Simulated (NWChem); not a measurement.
# BH2SOF; SMILES OB(F)S

```xyz
6

B      0.0138    -0.4576     0.0000
F     -1.1188    -1.1691     0.0000
O      1.2227    -1.0722     0.0000
H      1.1325    -2.0385     0.0000
S     -0.1217     1.3612     0.0000
H      1.2067     1.5946     0.0000
```
Atoms are numbered in this order, from 1.

Computed with NWChem. Coordinates come from a B3LYP/6-31G* (spherical d) optimisation. Vzz is the largest principal value of the second derivative of the potential at the nucleus (NWChem prints the opposite sign); η is the asymmetry. Non-relativistic.

```
level                   Vzz B1 (a.u.)  η B1  Vzz O3 (a.u.)  η O3  Vzz S5 (a.u.)  η S5
----------------------  -------------  ----  -------------  ----  -------------  ----
B3LYP/def2-TZVP                     …  0.45              …  0.21              …  0.86
B3LYP/def2-SVP                  0.249  0.51          1.350  0.24          1.800  0.93
Hartree-Fock/def2-SVP           0.314  0.45          1.427  0.30          1.861  0.86
Hartree-Fock/def2-TZVP          0.340  0.37          1.391  0.27          2.079  0.79
```

**Question.** Fill in the missing entries.

**Answer.** 
- B3LYP/def2-TZVP, Vzz B1 (a.u.): 0.282
- B3LYP/def2-TZVP, Vzz O3 (a.u.): 1.320
- B3LYP/def2-TZVP, Vzz S5 (a.u.): 1.946
